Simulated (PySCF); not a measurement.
## How methods differ on the ionisation energy of Sr⁺

Sr⁺ [Kr] 5s1 (2S) → Sr²⁺ [Kr] (1S), as a difference of total energies. Calculation: PySCF 2.14, in x2c-TZVPall; scalar relativity by spin-free X2C-1e. The calculations carry no spin-orbit coupling.

| method | ionisation energy (eV) |
| --- | --- |
| UHF | 10.451 |
| PBE | 11.179 |
| MN15 | 10.840 |

**Question.** Which method comes closest to the reference value, and which is furthest?

**Answer.** The reference is 11.030 eV (measured; NIST Atomic Spectra Database, ionization energies). Closest: PBE (error 0.149 eV); furthest: UHF (error -0.579 eV).
